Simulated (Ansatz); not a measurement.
`[Cl][Ge]([Cl])[I]` radical. Charge 0, multiplicity 2. I takes the def2 core potential. All single points use the PBE0-D4/def2-TZVP geometry.

```xyz
4

Cl   -0.478    1.999   -0.220
Ge    0.241   -0.008   -0.534
Cl   -1.492   -1.285   -0.628
I     1.730   -0.706    1.382
```

(1) What is the dipole moment at PBE/def2-TZVPP? (Estimate.)

(2) And with r2SCAN, B3LYP, ωB97M-V? (Estimate.)

(3) Give the Mulliken charges with PBE, B3LYP, r2SCAN in def2-TZVPP. (Estimate.)

## Answers

(1) Ansatz gave: 1.08 D, with components (1.01, -0.28, -0.27) D in this frame, pointing from negative to positive charge.

(2) Computed: r2SCAN 1.14 D, B3LYP 1.21 D, ωB97M-V 1.24 D.

(3) Ansatz gave: 
| atom | PBE | B3LYP | r2SCAN |
| --- | --- | --- | --- |
| Cl1 | -0.23 | -0.25 | -0.25 |
| Ge2 | 0.58 | 0.63 | 0.65 |
| Cl3 | -0.23 | -0.25 | -0.25 |
| I4 | -0.13 | -0.14 | -0.15 |

B3LYP here is the variant with VWN-RPA as its local correlation; programs differ in this.
